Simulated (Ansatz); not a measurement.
Consider the formal exchange of groups at a C–Al bond: `C=[C]([AlH2])[SnH3]` + BH₃ → `B[C](=C)[SnH3]` + `[AlH3]`.

Calculated with Ansatz (gas phase, PBE0-D4/def2-TZVP geometries, no zero-point term in ΔE). CBS: MP2 limit from def2 TZ/QZ plus the TZ coupled-cluster correction, frozen cores. This one scheme is used for every species. DFT in def2-TZVPP. Elements past krypton have def2 core potentials. For Sn outer-core shells are correlated without core-valence functions, which leaves a few kJ/mol of doubt a bond.

| species | B2PLYP energy (Eh) |
| --- | --- |
| `C=[C]([AlH2])[SnH3]` | -536.70999 |
| BH₃ | -26.58094 |
| `B[C](=C)[SnH3]` | -319.21638 |
| `[AlH3]` | -244.08016 |

Problem. Work out ΔE.

Solution. ΔE = (-319.21638) + (-244.08016) − (-536.70999) − (-26.58094) = -0.00561 Eh = -0.15 eV. CCSD(T)/CBS gives -0.12 eV.

Largest T1 diagnostic among the species: 0.013.
